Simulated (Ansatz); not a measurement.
Reaction (formal exchange of groups at a C–N bond): `C=C(O)NC` + `NBO[SiH3]` → `CB(N)O[SiH3]` + `C=C(N)O`

Gas-phase electronic energies from Ansatz, PBE0-D4/def2-TZVP geometries. CBS: MP2 limit from def2 TZ/QZ plus the TZ coupled-cluster correction, frozen cores. Functionals use def2-TZVPP. B3LYP here is the variant with VWN-RPA as its local correlation; programs differ in this. HSE06 is defined as in plane-wave codes. One conformer a species, not always the lowest.

| level | ΔE (kJ/mol) | difference from CCSD(T)/CBS |
| --- | --- | --- |
| LDA (SPW92) | -63.3 | 4.4 |
| PBE-D4 | -66.3 | 1.4 |
| revPBE-D4 | -66.2 | 1.5 |
| BLYP-D4 | -63.4 | 4.3 |
| B97M-V | -74.0 | -6.3 |
| PBE0-D4 | -67.8 | -0.1 |
| B3LYP-D4 | -64.9 | 2.8 |
| r2SCANh-D4 | -70.5 | -2.8 |
| HSE06-D4 | -67.8 | -0.1 |
| BHLYP-D4 | -65.6 | 2.1 |
| CAM-B3LYP-D4 | -64.1 | 3.6 |
| ωB97X-V | -64.6 | 3.1 |
| ωB97M-V | -68.0 | -0.3 |
| B2PLYP | -64.2 | 3.5 |
| PBE | -65.0 | 2.7 |
| BLYP | -61.1 | 6.6 |
| PBE0 | -66.6 | 1.1 |
| B3LYP | -62.8 | 4.9 |
| r2SCANh | -70.1 | -2.4 |
| r2SCAN0 | -69.9 | -2.2 |
| HSE06 | -66.6 | 1.1 |
| BHLYP | -63.6 | 4.1 |
| CAM-B3LYP | -62.8 | 4.9 |
| LC-ωPBE | -67.6 | 0.1 |
| RPA@PBE/def2-TZVPP | -61.5 | 6.2 |
| HF/def2-SVP | -58.2 | 9.5 |
| MP2/def2-SVP | -59.6 | 8.1 |
| CCSD/def2-SVP | -58.2 | 9.5 |
| CCSD(T)/def2-SVP | -57.4 | 10.3 |
| HF/def2-TZVPP | -62.2 | 5.5 |
| MP2/def2-TZVPP | -67.1 | 0.6 |
| SCS-MP2/def2-TZVPP | -63.8 | 3.9 |
| CCSD/def2-TZVPP | -66.9 | 0.8 |
| CCSD(T)/def2-TZVPP | -66.7 | 1.0 |
| HF/def2-QZVPP | -61.7 | 6.0 |
| MP2/def2-QZVPP | -67.5 | 0.2 |
| SCS-MP2/def2-QZVPP | -64.4 | 3.3 |
| HF/CBS(def2) | -61.6 | 6.1 |
| MP2/CBS(def2) | -68.2 | -0.5 |
| CCSD/CBS(def2) | -68.0 | -0.3 |
| CCSD(T)/CBS | -67.7 | 0 |

Largest T1 diagnostic among the species: 0.012.

At CCSD(T), def2-SVP lies +10.3 kJ/mol from the extrapolated value and def2-TZVPP +1.0 kJ/mol. In def2-TZVPP, CCSD(T) changes the Hartree–Fock value by −4.4 kJ/mol (the triples alone add +0.3 kJ/mol) and MP2 by −4.9 kJ/mol.
